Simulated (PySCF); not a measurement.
C4H6OSi, SMILES O=C1CC=C[SiH2]1.

Geometry: r2SCAN-D4/def2-SVP. The structure was generated by enumeration, and PubChem lists no compound with its InChIKey, so it may never have been made. One conformer was computed; it need not be the lowest.

These are SMD-ωB97X/def2-SVP (PySCF) values and carry that method's errors.

Solvation free energies are E(SMD) − E(gas) at the gas-phase geometry, for 1 M in both phases. In vacuum the dipole moment is 2.75 D.

```json
[
 {"solvent": "water", "ΔG(solv) (kcal/mol)": "-1.8", "its non-electrostatic (CDS) part": "4.4", "dipole (D)": "3.76"},
 {"solvent": "2-propanol", "ΔG(solv) (kcal/mol)": "-4.5", "its non-electrostatic (CDS) part": "0.7", "dipole (D)": "3.58"},
 {"solvent": "cyclohexanone", "ΔG(solv) (kcal/mol)": "-4.6", "its non-electrostatic (CDS) part": "-1.0", "dipole (D)": "3.32"}
]
```
